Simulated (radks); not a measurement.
Results of a calculation; reference values are marked as such.
The caesium anion Cs-, [Xe] 6s2, held by a Watson sphere: a shell of charge +1 at radius R that stands for the Madelung well of a crystal (potential energy -1/R inside, -1/r outside, in hartree with lengths in bohr). Code: a radial shooting solver on a logarithmic mesh with Libxc functionals. Model: scalar-relativistic Kohn-Sham, LDA (Slater exchange, Perdew-Wang correlation), spin-polarised, spherical densities, point nucleus. Response by self-consistent Sternheimer equations with the Hartree and adiabatic LDA kernel, the relativistic mass of each level held fixed and spin-orbit coupling left out. The sphere does not respond.

R (bohr)  e(5s) (eV)  e(5p) (eV)  e(6s) (eV)  <r> 6s (bohr)  sum of <r^2> (bohr^2)  X-ray form factor at sin(theta)/lambda = 0.3 1/angstrom  alpha (bohr^3)
2.87         -29.232     -15.985      -3.270          4.859                  104.7                                                   37.946           257.5
3.58         -28.049     -14.841      -3.213          4.969                  107.7                                                   37.950           275.4
4.62         -27.052     -13.826      -3.016          5.254                  114.2                                                   37.945           338.1
5.24         -26.704     -13.464      -2.865          5.448                  118.8                                                   37.941           391.0
5.35         -26.654     -13.412      -2.838          5.483                  119.7                                                   37.940           401.3
5.43         -26.620     -13.376      -2.818          5.508                  120.3                                                   37.940           409.0
5.57         -26.563     -13.317      -2.782          5.551                  121.4                                                   37.939           422.7
6.41         -26.291     -13.033      -2.572          5.804                  127.9                                                   37.936           512.4
6.59         -26.245     -12.985      -2.528          5.855                  129.3                                                   37.935           533.0
